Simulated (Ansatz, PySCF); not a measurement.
This PySCF input computes a CCSD(T)/cc-pVDZ energy:

```python
from pyscf import gto, scf, mp, cc as ccmod

mol = gto.M(
    atom='''
    B     1.30897228    0.50206557   -0.07846381
    O     0.28085454   -0.14117792    0.44284922
    C    -1.01372544   -0.26060075   -0.17603904
    H     1.30147784    1.07310221   -1.13794350
    H    -1.22773705   -1.31935240   -0.31373889
    H    -1.75232109    0.17476259    0.49526752
    H    -1.03076479    0.25418756   -1.13782560
    ''',
    basis='cc-pvdz',
    charge=0,
    spin=1,
    verbose=4,
)

mf = scf.UHF(mol)
mf.conv_tol = 1e-10
mf.max_cycle = 100
mf.kernel()
mo, _, stable, _ = mf.stability(return_status=True)
if not stable:
    mf.kernel(mf.make_rdm1(mo, mf.mo_occ))
mp2 = mp.MP2(mf, frozen=3).run()
cc = ccmod.CCSD(mf, frozen=3)
cc.max_cycle = 100
cc.kernel()
et = cc.ccsd_t()
print(f'E(CCSD(T)) = {cc.e_tot + et:.9f}')
```

Question: Write an input for the same energy in Ansatz (an electronic-structure program) and say what it gives.

Answer: 
Ansatz 0.2 input:
```yaml
crystal:
  periodic: [false, false, false]
  atoms:
    - {symbol: B, position_ang: [1.30897228, 0.50206557, -0.07846381]}
    - {symbol: O, position_ang: [0.28085454, -0.14117792, 0.44284922]}
    - {symbol: C, position_ang: [-1.01372544, -0.26060075, -0.17603904]}
    - {symbol: H, position_ang: [1.30147784, 1.07310221, -1.13794350]}
    - {symbol: H, position_ang: [-1.22773705, -1.31935240, -0.31373889]}
    - {symbol: H, position_ang: [-1.75232109, 0.17476259, 0.49526752]}
    - {symbol: H, position_ang: [-1.03076479, 0.25418756, -1.13782560]}
basis:
  gaussian:
    orbitals: cc-pVDZ
magnetization: {spin_polarized: true, initial_magnetization: 1}
correlation: {method: ccsd_t, electrons: outside_noble_gas}
```
It gives -140.14987 Eh, and PySCF -140.14988 Eh, a difference of 0.01 mEh.

It need not be the lowest isomer of its formula.
